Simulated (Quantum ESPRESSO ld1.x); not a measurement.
The numbers below are computed, except where a source is named.
Species: Bi2+. Configuration: [Hg] 6p1. Code: ld1.x of Quantum ESPRESSO 7.5. Model: Dirac Kohn-Sham, BP86, spin-unpolarised, spherical densities, point nucleus; open shells are shared between the two j in proportion to 2j + 1.

Unscreened Slater integrals over Kohn-Sham orbitals (eV). Large and small components are both included.

integral          value
F0(6p3/2,6p3/2)  9.1538
F2(6p3/2,6p3/2)  5.0191
F0(6p3/2,6p1/2)  9.5846
G2(6p3/2,6p1/2)  5.0900
F0(6p3/2,6s1/2)  10.169
G1(6p3/2,6s1/2)  6.0606
F0(6p3/2,5d5/2)  11.228
F2(6p3/2,5d5/2)  3.5470
G1(6p3/2,5d5/2)  1.3171
G3(6p3/2,5d5/2)  1.1430
F0(6p3/2,5d3/2)  11.275
F2(6p3/2,5d3/2)  3.4304
G1(6p3/2,5d3/2)  1.1639
G3(6p3/2,5d3/2)  1.0409
F0(6p1/2,6p1/2)  10.114
F0(6p1/2,6s1/2)  10.851
G1(6p1/2,6s1/2)  7.2824
F0(6p1/2,5d5/2)  12.254
G3(6p1/2,5d5/2)  1.6641
F0(6p1/2,5d3/2)  12.315
G1(6p1/2,5d3/2)  1.8458
F0(6s1/2,6s1/2)  11.841
F0(6s1/2,5d5/2)  13.937
G2(6s1/2,5d5/2)  3.0253
F0(6s1/2,5d3/2)  14.029
G2(6s1/2,5d3/2)  2.7587
F0(5d5/2,5d5/2)  19.729
F2(5d5/2,5d5/2)  10.327
F4(5d5/2,5d5/2)  6.9053
F0(5d5/2,5d3/2)  20.058
F2(5d5/2,5d3/2)  10.492
G2(5d5/2,5d3/2)  10.474
G4(5d5/2,5d3/2)  7.0086
F0(5d3/2,5d3/2)  20.407
F2(5d3/2,5d3/2)  10.689
